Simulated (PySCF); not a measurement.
r2SCAN on As⁻ (arsenic, charge -1), [Ar] 3d10 4s2 4p4, high-spin 3P determinant. Computed with PySCF 2.14 in aug-cc-pVQZ-PP with ECP10MDF, with a scalar-relativistic core potential.

```
cycle= 1 E= -332.331116892363  delta_E= -0.0105  |g|= 0.0879  |ddm|= 1.16
cycle= 2 E= -332.331804063053  delta_E= -0.000687  |g|= 0.0706  |ddm|= 0.339
cycle= 3 E= -332.332594457133  delta_E= -0.00079  |g|= 0.00357  |ddm|= 0.155
cycle= 4 E= -332.332618855125  delta_E= -2.44e-05  |g|= 0.00333  |ddm|= 0.0342
cycle= 5 E= -332.332631881746  delta_E= -1.3e-05  |g|= 0.000566  |ddm|= 0.0166
cycle= 6 E= -332.332633625427  delta_E= -1.74e-06  |g|= 0.000133  |ddm|= 0.00896
cycle= 7 E= -332.332633743707  delta_E= -1.18e-07  |g|= 2.11e-05  |ddm|= 0.00299
cycle= 8 E= -332.332633745926  delta_E= -2.22e-09  |g|= 2.49e-06  |ddm|= 0.000537
cycle= 9 E= -332.332633745944  delta_E= -1.77e-11  |g|= 6.21e-07  |ddm|= 4.79e-05
converged SCF energy = -332.332633745944  <S^2> = 2.0188753  2S+1 = 3.0125573
```

Highest occupied orbital energy: 1.544 eV; ⟨L²⟩ = 2.04; populations by l: s 4.00, p 10.00, d 10.00, f 0.00.

(1) Can this result be used?

## Answers

(1) With care. The run converged. Energies and moments cover only the electrons outside the core potential. At r2SCAN the highest occupied level has a positive energy, so only the finite basis holds that electron; in a semilocal or global hybrid functional this comes from self-interaction and does not mean that the real anion is unbound.
